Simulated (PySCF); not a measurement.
**Orbital picture of RbF**

B3LYP at R = 2.338 Å; PySCF, scalar-relativistic core potentials, basis sets Rb def2-TZVPP with ECP28, F def2-TZVPP. State: ¹Σ⁺ (singlet), closed shell. Only the outer orbitals are listed, counted within each symmetry, core potentials removing the inner ones.

| orbital | occ. | ε (eV) | on Rb (%) | main shells (%) |
| --- | --- | --- | --- | --- |
| 2σ | 2 | -34.11 | 100 | 100 Rb s |
| 3σ | 2 | -25.35 | 2 | 98 F s |
| 1π | 2 | -16.99 | 100 | 100 Rb p |
| 1π | 2 | -16.99 | 100 | 100 Rb p |
| 4σ | 2 | -16.60 | 97 | 97 Rb p |
| 2π | 2 | -5.85 | 4 | 96 F p |
| 2π | 2 | -5.85 | 4 | 96 F p |
| 5σ | 2 | -5.83 | 6 | 94 F p |
| 6σ | 0 | -1.39 | 99 | 83 Rb s, 16 Rb p |
| 3π | 0 | -0.09 | 100 | 84 Rb p, 16 Rb d |
| 3π | 0 | -0.09 | 100 | 84 Rb p, 16 Rb d |

Question: Which are the highest filled and the lowest empty level, where do they sit, and how wide is the gap?

Answer: Highest filled 5σ at -5.83 eV (in %: 94 F p); lowest empty 6σ at -1.39 eV (in %: 83 Rb s, 16 Rb p); the gap at B3LYP is 4.44 eV.

```json
{
  "bond order (Mayer)": "0.42",
  "⟨S²⟩": "0.000",
  "charge on Rb (Mulliken, basis-dependent)": "0.76",
  "charge on Rb (Löwdin, basis-dependent)": "0.69",
  "dipole moment (positive dipole means Rb(−)F(+))": "-8.90 D",
  "polarisability along the bond": "27.3 bohr³",
  "polarisability across the bond": "17.4 bohr³"
}
```
